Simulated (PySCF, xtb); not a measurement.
Relative energy of two isomers of C2H5Sn−

We compare I, `C=[CH][SnH2-]`, a singlet, with II, `[CH2]1[CH2][SnH-]1`, a singlet. Both are isolated ions in the gas phase, relaxed with PBE0-D3(BJ)/def2-SVPD, each in the lowest conformer that the search found.

**Question.** Which of the two would you expect CCSD(T)/def2-SVPD + ΔMP2/def2-TZVPPD electronic energies to favour?

**Answer.** Structure II; the calculation gives E(II) − E(I) = −0.217 eV.

The same difference at several levels:

```json
{"level": "GFN2-xTB", "geometry": "GFN2-xTB", "E(II) − E(I) (eV)": "+0.145", "departure from the last row (eV)": "+0.362", "job, with rough time for the two": "optimisation, 0.26 s"}
{"level": "HF/STO-3G", "geometry": "GFN2-xTB", "E(II) − E(I) (eV)": "−0.569", "departure from the last row (eV)": "−0.352", "job, with rough time for the two": "single point, 2.5 s"}
{"level": "r2SCAN-D4/def2-SVPD", "geometry": "GFN2-xTB", "E(II) − E(I) (eV)": "−0.194", "departure from the last row (eV)": "+0.023", "job, with rough time for the two": "single point, 89 s"}
{"level": "PBE0-D3(BJ)/def2-SVPD", "geometry": "PBE0-D3(BJ)/def2-SVPD", "E(II) − E(I) (eV)": "−0.250", "departure from the last row (eV)": "−0.033", "job, with rough time for the two": "optimisation, 2.6 min"}
{"level": "HF/def2-SVPD", "geometry": "PBE0-D3(BJ)/def2-SVPD", "E(II) − E(I) (eV)": "+0.299", "departure from the last row (eV)": "+0.515", "job, with rough time for the two": "part of the CCSD(T) run"}
{"level": "MP2/def2-SVPD", "geometry": "PBE0-D3(BJ)/def2-SVPD", "E(II) − E(I) (eV)": "−0.291", "departure from the last row (eV)": "−0.074", "job, with rough time for the two": "part of the CCSD(T) run"}
{"level": "CCSD(T)/def2-SVPD", "geometry": "PBE0-D3(BJ)/def2-SVPD", "E(II) − E(I) (eV)": "−0.100", "departure from the last row (eV)": "+0.116", "job, with rough time for the two": "single point"}
{"level": "CCSD(T)/def2-SVPD + ΔMP2/def2-TZVPPD", "geometry": "PBE0-D3(BJ)/def2-SVPD", "E(II) − E(I) (eV)": "−0.217", "departure from the last row (eV)": "", "job, with rough time for the two": "single point, 4.1 min"}
```

As drawn, II has 1 C–C, 1 C–Sn, 1 C–H in place of 1 C=C, 1 Sn–H. Structure I has no ring, II a 3-membered ring.

GFN2-xTB, HF/def2-SVPD put the two in the other order. The largest departure from CCSD(T)/def2-SVPD + ΔMP2/def2-TZVPPD is that of HF/def2-SVPD, 0.515 eV. The last row adds to CCSD(T) the change of the MP2 difference between the two basis sets, here −0.116 eV.

With thermal terms from frequencies at re-optimised GFN2-xTB minima (ideal gas, soft modes damped towards free rotors, one conformer each, 298.15 K, 1 atm): on the last row, ΔE + ΔZPE = −0.007, ΔH = −0.043, ΔG = +0.040 eV. The free energy reverses the electronic order.

The correlated steps freeze 6 core orbitals; the filled d shell of Sn is correlated, in a basis made for valence electrons. Atoms past krypton carry core potentials in the def2 sets, other sets are all-electron and non-relativistic, and no spin–orbit term is included. Run with PySCF 2.14.0, xtb 6.7.1; the last row on 2 threads of Arm Neoverse V1 on a shared host.
